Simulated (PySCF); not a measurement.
C6H9O2 (doublet state).
Structure used (GFN2-xTB), in Å, numbered top down from 1:
```
atom  x, y, z in Å
C1     1.3511    1.3354   -0.0913
O2     1.7335    0.1747   -0.6914
C3     1.4128   -1.0232   -0.0392
C4    -0.0194   -1.5051   -0.3689
C5    -1.0154   -0.5519    0.1443
C6    -1.6192    0.0326    1.1514
C7    -1.8953    0.5954   -0.2112
O8    -1.3656    1.8180   -0.6180
H9     1.2792    1.3403    0.9881
H10    1.7662    2.1967   -0.5863
H11    1.5179   -0.9124    1.0482
H12    2.1312   -1.7639   -0.4015
H13   -0.1153   -1.6008   -1.4521
H14   -0.1601   -2.4845    0.0941
H15   -1.7728    0.1218    2.1996
H16   -2.8555    0.4482   -0.6952
H17   -0.3804    1.7906   -0.4805
```

The hyperfine couplings belong to this conformer and change with its torsions.

The species is `[CH2]OCCC1=C[C@H]1O` [radical].

Level of theory: PySCF 2.14.0, UKS B3LYP, pcH-1 on C H O, non-relativistic, mean-field spin-orbit, GIAO. The structure is a single GFN2-xTB conformer in the gas phase; no vibrational or solvent corrections. A GFN2-xTB geometry isn't a minimum of the functional, and hyperfine couplings can be far from their values at a DFT geometry. Stability of the SCF solution: not tested.

(1) Give the isotropic g value and a_iso(13C) at C1.

(2) Take this nucleus alone (I = 1/2, g_N = 1.4048) with S = 1/2. Where do its 2 lines fall at 34.077 GHz to first order, to second order and exactly?

(3) What g and a would be read from the two outer exact lines by first-order rules?

(4) What levels remain at zero field?

Answers

(1) g_iso = 2.00360 and a = +170.34 MHz, or +6.074 mT (Mulliken spin population +0.78). 13C makes up about 1.07 % of the natural element, so this concerns labelled samples or satellites.

(2) B0 = hν/(g μB) = 1215.173 mT and a/B0 = 0.0050. B(1) = B0 − a·mI, B(2) = B(1) − a²[I(I+1) − mI²]/(2B0); the exact values solve the Breit–Rabi equation, nuclear Zeeman term included.

| mI | first order (mT) | second order (mT) | exact (mT) | exact − first order |
| --- | --- | --- | --- | --- |
| −1/2 | 1218.210 | 1218.202 | 1218.202 | -0.008 |
| +1/2 | 1212.136 | 1212.128 | 1212.128 | -0.008 |

(3) Their midpoint, 1215.165 mT, gives an apparent g of 2.00362 (true 2.00360), and their distance over 2I an apparent |a| of 6.074 mT (true 6.074).

(4) F = I ± 1/2 = 1 and 0, at a·I/2 = +42.6 MHz and −a(I+1)/2 = -127.8 MHz, that is |a|(I + 1/2) = 170.3 MHz apart; F = 0 lies lower.

Other couplings of abundant isotopes, left aside here: 1 × 1H 37 MHz, 1 × 1H 15 MHz, 2 × 1H 14 MHz, 1 × 1H 7 MHz, 1 × 1H 4 MHz, 1 × 1H 2 MHz, 1 × 1H 2 MHz.

Means are taken over nuclei equivalent by connectivity, which assumes that they swap fast.
